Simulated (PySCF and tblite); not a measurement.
Electronic barriers of bond rotations, on GFN2-xTB stationary points: by GFN2-xTB itself (tblite) and by CAM-B3LYP/pcSseg-1 + D3(BJ) single points (PySCF). Paths on which the two differ by 5 kcal/mol or more were left out, since the structures then suit only one of them.

```
                                              molecule                                                                            motion  GFN2-xTB (kcal/mol)  DFT (kcal/mol)
                  [CH3:1][CH2:2][S@@:3]([CH3:4])=[O:5]   rotation about the C2–S3 bond (torsion C1–C2–S3–C4 from -71° to -172°, falling)                  1.6             2.4
              [CH3:1][CH:2]([CH3:3])[CH2:4][S:5][SH:6]      rotation about the C2–C4 bond (torsion C1–C2–C4–S5 from 65° to 170°, rising)                  2.3               ?
 [CH:1]#[C:2]/[CH:3]=[CH:4]/[C:5](=[O:6])[NH:7][CH3:8]       rotation about the C4–C5 bond (torsion C3–C4–C5–O6 from 0° to 148°, rising)                  4.1             5.8
[CH3:1]/[CH:2]=[CH:3]\[Se:4]/[CH:5]=[CH:6]\[C:7]#[N:8]  rotation about the C5–Se4 bond (torsion C6–C5–Se4–C3 from -180° to -17°, rising)                  5.8             4.6
                [CH3:1][CH2:2][Se:3][Se:4][CH2:5][F:6]  rotation about the Se3–Se4 bond (torsion C2–Se3–Se4–C5 from -85° to 94°, rising)                  6.9             8.7
                     [CH2:1]=[C:2]([Cl:3])[CH:4]=[S:5]       rotation about the C2–C4 bond (torsion C1–C2–C4–S5 from 0° to 180°, rising)                  7.0             6.5
```

Task: Fit a straight line to the complete rows and predict the DFT barrier of CC(C)CSS.

Result: DFT = 1.26 + 0.8544·GFN2 (5 points, rms 1.2 kcal/mol, correlation 0.832). At 2.3 this gives 3.2 kcal/mol; the calculation itself gave 3.3 kcal/mol, so the fit is off by 0.1. One far point carries much of this line.

For scale, the study of CC(C)CSS took 91 s on 1 thread of Arm Neoverse V1, shared host (rough), peak memory 0.88 GiB, launched as `OMP_NUM_THREADS=1 python ens_run.py task.json out`.
